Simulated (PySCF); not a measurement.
An equivalent PySCF input for S³⁺ (sulfur, charge +3), [Ne] 3s2 3p1, 2P determinant, with no relativity, point nucleus:

```python
from pyscf import gto, scf, dft, mp, cc
import basis_set_exchange as bse
mol = gto.M(atom="S 0 0 0", charge=3, spin=1, symmetry="D2h",
            basis=gto.basis.parse(bse.get_basis("def2-SVP", elements=["S"], fmt="nwchem", header=False)))
mf = dft.UKS(mol, xc="B88,P86")
mf.irrep_nelec = {'Ag': (3, 3), 'B1u': (1, 1), 'B2u': (2, 1), 'B3u': (1, 1)}
mf.kernel()
```

It reaches the same state as the run whose output follows, with an energy that differs only through the grid. The run itself started from symmetry-adapted Hartree-Fock orbitals and held the occupation by maximum overlap, on a logarithmic radial grid, so the iterations belong to that start.

```
SCF conv_tol = 1e-09
number electrons alpha = 7  beta = 6
XC functionals = B88,P86
    A. D. Becke.,  Phys. Rev. A 38, 3098 (1988)
    J. P. Perdew.,  Phys. Rev. B 33, 8822 (1986)
cycle= 1 E= -395.485849878711  delta_E= -0.00404  |g|= 0.0107  |ddm|= 0.12
cycle= 2 E= -395.485892881322  delta_E= -4.3e-05  |g|= 0.00151  |ddm|= 0.00904
cycle= 3 E= -395.48589377337  delta_E= -8.92e-07  |g|= 0.000209  |ddm|= 0.0017
cycle= 4 E= -395.485893801399  delta_E= -2.8e-08  |g|= 7.31e-06  |ddm|= 0.000294
cycle= 5 E= -395.485893801416  delta_E= -1.76e-11  |g|= 2.37e-08  |ddm|= 1.48e-05
converged SCF energy = -395.485893801416  <S^2> = 0.75252521  2S+1 = 2.0025236
```
